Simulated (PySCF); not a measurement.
FeO₂, SMILES [O]=[Fe]=[O] (connectivity only; charge and spin as stated), neutral, multiplicity 5. Coordinates come from a PBE-D3(BJ)/def2-TZVP optimisation. The spin state was assumed, not searched.

The numbers are results of PySCF with PBE-D3(BJ)/def2-TZVP, not measurements.

Harmonic wavenumbers (cm⁻¹): 296, 908, 948. Rotational constants (GHz): 35.90, 8.325, 6.758; symmetry number 2.

Question: Work out the zero-point energy and the ideal-gas rigid-rotor harmonic-oscillator thermochemistry at 298.15 K and 1 atm.

Answer: ZPE = ½ Σ hcν = ½ × 2152 cm⁻¹ = 12.87 kJ/mol. H − E(el) = 24.16 kJ/mol. Entropy in J/(mol K): translation 164.56, rotation 88.76, vibration 7.06, spin 13.38, total 273.77. G − E(el) = -57.46 kJ/mol. Cp = 44.17 J/(mol K).
